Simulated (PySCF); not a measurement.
# Worked example: oscillator strength and radiative lifetime

Ge(H)2(Et)(OH) (C2H8GeO), SMILES C[CH2][GeH2][OH].

The structure is a stationary point at PBE-D3(BJ)/def2-SVP. The structure was generated by enumeration, and PubChem lists no compound with its InChIKey, so it may never have been made. Other conformers were not sampled.

TDA-PBE/def2-SVPD (PySCF 2.14.0) puts the first singlet state with f over 0.02 at 6.98 eV (vertical), with the transition dipole (0.408, 0.155, 0.308) in atomic units.

**Question.** Find the oscillator strength, the wavelength and the radiative lifetime that this transition would have in vacuum if emission retraced absorption.

**Answer.** 
|μ|² = 0.2854 au, so |μ| = 1.36 D. ΔE = 6.98/27.211 = 0.2565 hartree. f = (2/3) ΔE |μ|² = 0.049 (the program prints 0.049).
λ = 1239.84/6.98 = 178 nm; ν = 56297 cm⁻¹.
Einstein's coefficient A = 0.6670 ν² f s⁻¹ (ν in cm⁻¹) = 1.0e8 s⁻¹, so τ = 1/A = 9.7 ns. This state is S4; the lower singlets have f = 0.006, 0.012, 0.016. The figure is the radiative limit of this one transition; relaxation, internal conversion, crossing to triplets and a medium change what is measured.
